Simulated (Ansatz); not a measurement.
C2H3Br2ClSn (SMILES C=[CH][Sn]([Cl])([Br])[Br]), singlet, geometry from GFN2-xTB (such geometries of metal compounds can be far from the true shape) (core potentials on Sn); B3LYP/def2-SVP (Ansatz, a quantum-chemistry and plane-wave program).

Ansatz was given this input:
Ansatz 0.2 input:
```yaml
crystal:
  periodic: [false, false, false]
  atoms:
    - {symbol: C, position_ang: [-2.92763759, -0.70401258, -1.31217347]}
    - {symbol: C, position_ang: [-2.25425891, -1.07598971, -0.25525083]}
    - {symbol: Sn, position_ang: [-0.32367963, -0.08303176, 0.28820018]}
    - {symbol: Cl, position_ang: [-0.27841000, 0.92220298, 2.40577719]}
    - {symbol: Br, position_ang: [1.65023446, -1.67357294, 0.20214293]}
    - {symbol: Br, position_ang: [0.09273539, 1.73383401, -1.42473034]}
    - {symbol: H, position_ang: [-2.60550021, 0.08584164, -1.97472235]}
    - {symbol: H, position_ang: [-3.86109876, -1.18599459, -1.57374851]}
    - {symbol: H, position_ang: [-2.52901538, -1.85483303, 0.43535487]}
basis:
  gaussian:
    orbitals: def2-SVP
hamiltonian:
  xc: b3lyp
```

It wrote (shortened):

```
Functional definition: B3LYP
1552 factors; integrals over basis functions are off by at most 1.2e-3 eV
mean field evaluation 1: about -160547.3716 eV, gradient 4.8e1 eV
mean field evaluation 2: about -160537.6344 eV, gradient 7.3e1 eV
mean field evaluation 4: about -160553.7628 eV, gradient 4.3e0 eV
mean field evaluation 8: about -160553.8727 eV, gradient 6.7e-1 eV
mean field evaluation 16: about -160553.8739 eV, gradient 1.0e-4 eV
mean field -160553.87393516 eV, -5900.2460397927 hartree, gradient 1.8e-5 eV, S^2 0.000000; 0 other end points of the search recorded, 0 dependent functions left out
reference -160553.87423569 eV, -5900.2460508368 hartree; 62, 62 occupied and 89, 89 virtual orbitals, 1552 factors
Total energy: -160553.87423569 eV, -5900.2460508368 hartree
```
